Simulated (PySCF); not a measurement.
## SMILES O=S(C)(=O)C1=CC=C([O-])S1, [C₅H₅O₃S₂]-, charge -1

Molfile (atoms numbered from 1):
```
C5H5O3S2
     RDKit          3D

 15 15  0  0  0  0  0  0  0  0999 V2000
   -2.2719    0.5452    0.4651 C   0  0  0  0  0  0  0  0  0  0  0  0
   -1.3675   -0.1941   -0.9060 S   0  0  0  0  0  6  0  0  0  0  0  0
   -1.7353   -1.6196   -0.9043 O   0  0  0  0  0  0  0  0  0  0  0  0
   -1.7099    0.6393   -2.0658 O   0  0  0  0  0  0  0  0  0  0  0  0
    0.2887   -0.0481   -0.5083 C   0  0  0  0  0  0  0  0  0  0  0  0
    1.0155   -1.0379    0.1408 C   0  0  0  0  0  0  0  0  0  0  0  0
    2.2607   -0.6356    0.6161 C   0  0  0  0  0  0  0  0  0  0  0  0
    2.5803    0.7408    0.4100 C   0  0  0  0  0  0  0  0  0  0  0  0
    3.5597    1.4066    0.6954 O   0  0  0  0  0  0  0  0  0  0  0  0
    1.1312    1.4850   -0.4975 S   0  0  0  0  0  0  0  0  0  0  0  0
   -1.9193    1.5776    0.5884 H   0  0  0  0  0  0  0  0  0  0  0  0
   -3.3362    0.5237    0.1915 H   0  0  0  0  0  0  0  0  0  0  0  0
   -2.0820   -0.0452    1.3702 H   0  0  0  0  0  0  0  0  0  0  0  0
    0.6033   -2.0439    0.2482 H   0  0  0  0  0  0  0  0  0  0  0  0
    2.9764   -1.2864    1.1209 H   0  0  0  0  0  0  0  0  0  0  0  0
  1  2  1  0
  2  3  2  0
  2  4  2  0
  2  5  1  0
  5  6  2  0
  6  7  1  0
  7  8  2  0
  8  9  1  0
  8 10  1  0
 10  5  1  0
  1 11  1  0
  1 12  1  0
  1 13  1  0
  6 14  1  0
  7 15  1  0
M  CHG  1   9  -1
M  END
```

Method used: PySCF, quadratic response CAM-B3LYP/aug-cc-pVDZ first hyperpolarisability, Taylor convention, gas phase. Geometry: PBE0-D3(BJ)/def2-SVP.

For a gas-phase anion, states above the detachment energy (about 2.7 eV, taken as minus the energy of the highest occupied orbital) lie in the continuum and depend on the basis.

(1) Give the tensor of the second harmonic β(−2ω;ω,ω) at 1064 nm in the axes of these coordinates.

Answers

(1) In au, Taylor convention; rows are the first index (the induced dipole):
```
        xx      yy      zz      xy     xz      yz
x  +1294.8  -144.6   +73.3   +53.4  +38.6  +113.5
y    +49.9  -100.4   +56.9  -120.5  +99.6   -45.9
z    +86.1   -53.1  -171.7   +93.6  +37.6   +71.6
```
Norm of βᵢ = ⅓ Σⱼ (βᵢⱼⱼ + βⱼᵢⱼ + βⱼⱼᵢ): 1227.1 au, hyper-Rayleigh value 541.9 au.
